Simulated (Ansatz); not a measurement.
A nudged elastic band was laid between two geometries of CH6Sn + H2O (11 atoms, charge 0, multiplicity 1).

These are results of Ansatz 0.2.0, RKS PBE-D4/def2-SVP, not measurements.

```
movable images  : 5
climbing image  : yes
spring          : 5.0 eV/Å²
optimiser       : quadratic models (default)
start path      : through a guess of the saddle point
force threshold : 0.05 eV/Å
iteration limit : 60
end points      : relaxed
```

First end point:

```xyz
11
Properties=species:S:1:pos:R:3
Sn 0.208 0.089 -0.092
H 0.225 -0.221 1.615
C 2.267 -0.007 -0.798
H 2.694 -1.007 -0.592
H 2.300 0.182 -1.889
H 2.878 0.759 -0.283
H -0.436 1.651 -0.429
H -0.693 -1.155 -0.894
O -2.731 0.032 1.093
H -2.795 -0.896 0.798
H -2.297 -0.057 1.962
```

Last end point:

```xyz
11
Properties=species:S:1:pos:R:3
Sn -0.296 0.141 -1.036
H -0.698 0.207 3.480
C 1.802 -0.136 -0.637
H 1.946 -1.157 -0.233
H 2.393 -0.020 -1.566
H 2.140 0.604 0.113
H -0.789 1.807 -1.117
H -0.842 -0.715 -2.448
O -1.144 -0.726 0.590
H -2.111 -0.587 0.592
H -0.780 -0.047 2.753
```

(1) What changes between the two ends?

(2) What energy profile does the band end with?

(3) What is the geometry of the highest image?

(4) What are the harmonic wavenumbers there?

Answers

(1) Bonds broken: Sn1–H2, O9–H11. Bonds formed: Sn1–O9, H2–H11. CH6Sn + H2O becomes CH6OSn + H2.

(2) The run converged. The highest image is number 2 of 0 to 6, 28.9 kcal/mol above the first end and 26.0 kcal/mol above the last; the last end lies 2.9 kcal/mol above the first. A vibrational analysis at the climbing image gives one clearly imaginary mode, 1119i cm⁻¹: a first-order saddle point. The orbitals stay closed-shell, which can raise the energy where a bond breaks towards radicals; this wasn't checked here.

| image | path coordinate (Å) | energy (kcal/mol) | Sn1–H2 (Å) | O9–H11 (Å) | Sn1–O9 (Å) |
| --- | --- | --- | --- | --- | --- |
| 0 | 0.00 | 0.0 | 1.74 | 0.98 | 3.17 |
| 1 | 1.78 | 3.1 | 1.74 | 0.98 | 3.22 |
| 2 | 3.57 | 28.9 | 2.16 | 1.21 | 2.23 |
| 3 | 4.66 | 6.6 | 2.98 | 1.96 | 2.04 |
| 4 | 5.75 | 3.4 | 3.90 | 2.27 | 2.03 |
| 5 | 6.84 | 3.1 | 4.05 | 2.28 | 2.03 |
| 6 | 7.94 | 2.9 | 4.53 | 2.30 | 2.03 |

(3) 
```xyz
11
Properties=species:S:1:pos:R:3
Sn -0.300 0.344 -0.487
H -0.111 0.720 1.636
C 1.801 -0.195 -0.446
H 1.906 -1.186 0.036
H 2.186 -0.252 -1.482
H 2.366 0.554 0.139
H -0.722 1.994 -0.767
H -1.034 -0.636 -1.739
O -1.769 -0.525 0.950
H -1.763 -1.502 1.040
H -0.940 0.055 1.612
```

(4) 1119i, 74, 111, 261, 354, 388, 459, 501, 526, 647, 696, 742, 765, 781, 799, 1154, 1328, 1377, 1383, 1560, 1684, 1778, 1859, 2990, 3102, 3120, 3650 cm⁻¹.

The run took 3.5 min on 2 threads of Arm Neoverse V1 (shared host), peak memory 0.13 GiB.
